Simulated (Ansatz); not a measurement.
B(NH3)F3 (BNF3H3), relaxed as a singlet with RKS r2SCAN-D4/def2-SVP in Ansatz, starting from the GFN2-xTB geometry. Force threshold 0.02 eV/Å.

Start:

Cartesian coordinates in Å:
```
B 0.048 0.178 0.835
N -0.048 -0.180 -0.842
H -0.965 0.105 -1.175
H 0.081 -1.180 -0.962
H 0.685 0.338 -1.319
F 1.270 -0.268 1.194
F -0.977 -0.513 1.377
F -0.094 1.519 0.891
```

```tsv
step	energy (eV)	largest force component (eV/Å)	SCF passes
1	-10358.9984	0.818	24
2	-10359.0275	0.428	28
3	-10359.0303	0.397	27
4	-10359.0365	0.041	28
5	-10359.0367	0.042	29
6	-10359.0368	0.007	22
```

Force components are those of the run's own axes.

End:

```xyz
8

B     0.0481    0.1784    0.8363
N    -0.0467   -0.1732   -0.8116
H    -0.9551    0.1097   -1.1848
H     0.0710   -1.1760   -0.9696
H     0.6840    0.3241   -1.3248
F     1.2917   -0.2700    1.1911
F    -0.9897   -0.5309    1.3779
F    -0.1034    1.5379    0.8856
```

By distances, no bond broke or formed. The bond that changes most is B1–N2, from 1.72 to 1.69 Å (atoms count from 1).

No frequencies were taken in this run, so the end may be a saddle point.

Hardware: 4 threads of Arm Neoverse V1 on a shared host. Wall time 9 s.
